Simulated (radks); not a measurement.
Question: C IV, configuration [He] 2s1. Calculated with a radial shooting solver on a logarithmic mesh with Libxc functionals: non-relativistic Kohn-Sham, PBEsol, spin-polarised, spherical densities, point nucleus; open shells are filled with parallel spins first. Some entries of the table are withheld. Estimate them.

| orbital | occ. | eigenvalue (eV) | <1/r> (bohr^-1) |
|---|---|---|---|
| 1s up | 1 | -330.5221 | (1) |
| 1s down | 1 | -329.4936 | (2) |
| 2s up | 1 | -57.4227 | 1.138 |
| 2p up | 0 | -49.2541 | 1.060 |

Answer: 
(1) 1s up <1/r> (bohr^-1): 5.650
(2) 1s down <1/r> (bohr^-1): 5.648
